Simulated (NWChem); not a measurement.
System: ZrH$_{4}$; SMILES [ZrH4]

All runs: NWChem. All runs use the structure optimised with PBE0/def2-SVP. def2 effective core potentials on Zr; no spin-orbit coupling.

Problem. Estimate the computed values for TPSSh/def2-SVP. Quantities: highest occupied level (eV); orbital gap (eV).

Solution. 
```
Item                         Value
---------------------------  -----
highest occupied level (eV)  -7.94
orbital gap (eV)              5.09
```
